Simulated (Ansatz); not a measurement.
Program: Ansatz. Geometries: PBE0-D4/def2-TZVP. ΔE: electronic, gas phase. CCSD(T)/CBS adds triple-zeta CCSD(T) − MP2 to the extrapolated MP2 energy (def2 sets, frozen cores). One conformer a species, not always the lowest.

Reaction (redistribution): `BN(C)BC` + `CC[SiH2]S` → `BC[SiH2]S` + `CBN(C)C`

`BN(C)BC`:

```xyz
14

B    -0.492    1.618    1.209
N    -0.289    0.533    0.324
C    -1.349    0.144   -0.603
B     0.952   -0.183    0.336
C     1.271   -1.397   -0.593
H    -1.537    2.205    1.187
H     0.382    1.927    1.960
H    -1.652   -0.893   -0.440
H    -2.219    0.784   -0.459
H    -1.019    0.238   -1.640
H     1.770    0.189    1.127
H     2.232   -1.238   -1.094
H     0.523   -1.643   -1.347
H     1.426   -2.285    0.033
```

`CC[SiH2]S`:

```xyz
12

C    -0.905    1.468   -0.161
C     0.125    0.417   -0.565
Si    0.077   -1.102    0.526
S     1.486   -2.604   -0.064
H    -1.923    1.077   -0.229
H    -0.753    1.805    0.867
H    -0.850    2.349   -0.806
H    -0.028    0.095   -1.600
H     1.138    0.834   -0.524
H     0.306   -0.704    1.943
H    -1.239   -1.787    0.427
H     2.567   -1.847    0.188
```

`BC[SiH2]S`:

Z-matrix (Å, degrees):
```
C
Si 1 1.889
B 1 1.535 2 108.0
H 1 1.095 2 103.9 3 -121.6
H 1 1.094 2 104.3 3 122.7
S 2 2.139 1 111.6 3 -173.6
H 2 1.483 1 111.5 3 -58.0
H 2 1.484 1 109.7 3 63.8
H 3 1.197 1 120.6 2 90.2
H 3 1.198 1 120.7 2 -86.1
H 6 1.344 2 94.8 1 -64.3
```

`CBN(C)C`:

Cartesian coordinates in Å:
```
C -0.985 -1.747 -0.807
B 0.291 -0.978 -0.312
N 0.316 0.329 0.174
C 1.538 0.966 0.610
C -0.829 1.197 0.304
H -0.833 -2.079 -1.840
H -1.107 -2.667 -0.224
H -1.931 -1.203 -0.769
H 1.355 -1.542 -0.342
H 2.374 0.278 0.496
H 1.469 1.266 1.663
H 1.741 1.869 0.023
H -1.735 0.697 -0.030
H -0.968 1.505 1.348
H -0.697 2.108 -0.292
```

| level | ΔE (eV) |
| --- | --- |
| CCSD(T)/def2-TZVPP | 1.03 |
| MP2/def2-QZVPP | 1.06 |

(1) What does CCSD(T)/CBS give? (Estimate.)

Largest T1 diagnostic among the species: 0.012.

Answers

(1) Ansatz gave: +1.05 eV. The listed levels differ from it by -0.02, 0.01 eV.

From PBE to PBE0 (25 % exact exchange), in def2-TZVPP and without D4, ΔE moves by +0.04 eV. In def2-TZVPP, CCSD(T) changes the Hartree–Fock value by −0.09 eV (the triples alone add −0.01 eV) and MP2 by −0.07 eV.
